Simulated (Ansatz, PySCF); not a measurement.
Two conformers of CH5GeNO (SMILES C[O][Ge][NH2]), B3LYP-D3(BJ)/def2-TZVP minima.
Conformer 1 (charge 0, multiplicity 1):
```
atom    x (Å)    y (Å)    z (Å)
----  -------  -------  -------
C     -1.7364  -0.1755  -0.0670
O     -0.3433  -0.2957   0.1395
Ge     0.7764   1.1099  -0.0897
N      2.2585   0.1393   0.3516
H     -2.0559  -0.8696  -0.8495
H     -2.0353   0.8369  -0.3677
H     -2.2700  -0.4269   0.8540
H      2.2149  -0.8379   0.6032
H      3.1912   0.5194   0.3687
```
Conformer 2 (charge 0, multiplicity 1):
```xyz
9

C     -1.33113     0.05177    -0.32130
O     -0.75504    -0.34602     0.90460
Ge     1.00528    -0.49681     1.27394
N      1.70219     0.00491    -0.35631
H     -1.02880     1.06728    -0.60280
H     -1.06150    -0.62842    -1.13765
H     -2.41763     0.03874    -0.21366
H      2.69920     0.03372    -0.50749
H      1.18741     0.27484    -1.18127
```

No zero-point or thermal terms.

Run with Ansatz (an electronic-structure program) with Gaussian orbitals; PySCF for the dispersion terms. Each number belongs to the level named beside it.

### Question
Predict the electronic energy of conformer 2 less that of conformer 1 from wB97X-V/def2-TZVPP.

### Answer
25 meV

### Question
Estimate the electronic energy of conformer 2 less that of conformer 1 that BLYP-D4/def2-TZVPP returns for this input.

### Answer
10 meV

### Question
What electronic energy of conformer 2 less that of conformer 1 does wB97M-V/def2-TZVPP give?

### Answer
21 meV
